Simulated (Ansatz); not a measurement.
Reaction (SMILES): Br (HBr) → [Br-] + H+
B3LYP-D3(BJ)/def2-TZVP geometries, fixed; electronic energies without zero-point terms.
Largest species:
```xyz
2

Br     0.0000     0.0000    -0.0396
H      0.0000     0.0000     1.3852
```
Charge 0, spin multiplicity 1.

Basis-set convergence of the deprotonation energy at B2PLYP with Ansatz (a program for electronic structure). Cartesian d functions, on some or all atoms, in 3-21G, 6-31G, 6-31G*, 6-31G**; all else is spherical. Cores are frozen (with 3d on Ga to Br). No added dispersion term, no relativity. Functions are those of the species that has most. Reference: the value in aug-cc-pV5Z, 324.91 kcal/mol, itself unsure by roughly 0.15 kcal/mol (its mean distance from aug-pcseg-3, aug-cc-pVQZ, def2-QZVPPD). Deviations are taken from unrounded values.

| basis | functions | deprotonation energy (kcal/mol) | minus reference (kcal/mol) |
|---|---|---|---|
| pcseg-0 | 24 | 334.43 | 9.52 |
| 3-21G | 25 | 338.03 | 13.12 |
| 6-31G | 31 | 320.08 | -4.83 |
| cc-pVDZ | 32 | 338.48 | 13.57 |
| def2-SV(P) | 34 | 336.28 | 11.37 |
| 6-31G* | 37 | 326.46 | 1.55 |
| def2-SVP | 37 | 342.14 | 17.23 |
| 6-31G** | 40 | 330.13 | 5.22 |
| def2-SVPD | 49 | 323.07 | -1.84 |
| 6-311G** | 50 | 330.02 | 5.11 |
| def2-TZVP | 54 | 328.50 | 3.58 |
| def2-TZVPP | 62 | 329.65 | 4.74 |
| def2-TZVPD | 66 | 324.33 | -0.59 |
| aug-cc-pVTZ | 82 | 324.97 | 0.06 |
| pcseg-3 | 101 | 326.02 | 1.11 |
| def2-QZVPPD | 131 | 325.26 | 0.35 |
| pcseg-4 | 172 | 325.38 | 0.47 |
| aug-cc-pV5Z | 220 | 324.91 | 0.00 |
